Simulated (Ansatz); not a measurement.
## Relative stability

The two ends of one reaction step of SiN2H5Br, singlet (PBE0-D4/def2-TZVP).

A:

Si1  (0.757, 0.303, -0.875)
Br2  (-0.071, -1.769, -1.658)
H3  (-0.271, -0.939, 1.138)
N4  (0.646, -0.517, 1.009)
N5  (-0.754, 1.149, -0.669)
H6  (0.779, 0.208, 1.707)
H7  (1.348, -1.239, 1.136)
H8  (-0.782, 2.102, -0.997)
H9  (-1.652, 0.702, -0.793)
(Å)

B:

```csv
atom,x (Å),y (Å),z (Å)
Si1,0.7816,1.3786,0.2490
Br2,-1.3027,-1.9791,-0.8081
H3,0.0186,-1.0667,0.2830
N4,0.7025,-0.4256,0.8804
N5,-0.4604,1.1843,-0.8533
H6,0.3605,-0.4642,1.8394
H7,1.6207,-0.8647,0.8886
H8,-0.7717,1.9449,-1.4389
H9,-0.9493,0.2923,-1.0403
```

Program: Ansatz 0.2.0. Basis: def2-TZVPP. Cores are frozen in the correlated methods. Filled d shells of the heavier atoms are correlated. The def2 sets are not built for correlating such inner shells, so the correlated values are less sure here. B3LYP uses VWN-RPA correlation.

Q: Which structure is lower at CCSD(T), and by how much? (To be estimated.)

A: The calculation gives: A, by 81.1 kJ/mol (electronic energy, against the other). By their contacts, A is SiN₂H₅Br ([NH2][Si]([NH3])[Br]) and B is a complex of SiN₂H₅ ([NH2][Si][NH3]) + Br.

All methods give the same order:

```csv
method,E(B) − E(A) (kJ/mol)
SPW92,64.3
PBE-D4,73.4
BLYP-D4,64.7
r2SCAN-D4,77.8
B97M-V,84.9
PBE0-D4,82.7
B3LYP-D4,72.7
r2SCAN0-D4,84.7
BHLYP-D4,83.3
CAM-B3LYP-D4,73.9
wB97X-V,86.5
wB97M-V,85.1
B2PLYP,75.4
PBE-QIDH,87.5
RPA on PBE,79.5
HF,91.7
MP2,83.6
CCSD,83.9
CCSD(T),81.1
```

No T1 diagnostic of these runs exceeds 0.012.

Labels in which every atom is bracketed show which atoms are joined, not bond orders.

For scale, one of the runs: CCSD(T)/def2-TZVPP, 222 basis functions, launched by `ansatz run in.yaml --threads 4 --pin off --events-out ev --progress --plain --max-ram 9574MiB`. The run took 2.4 min on 4 CPU threads of an Arm Neoverse V1 (shared host), with 3.5 GiB of host memory at its peak.
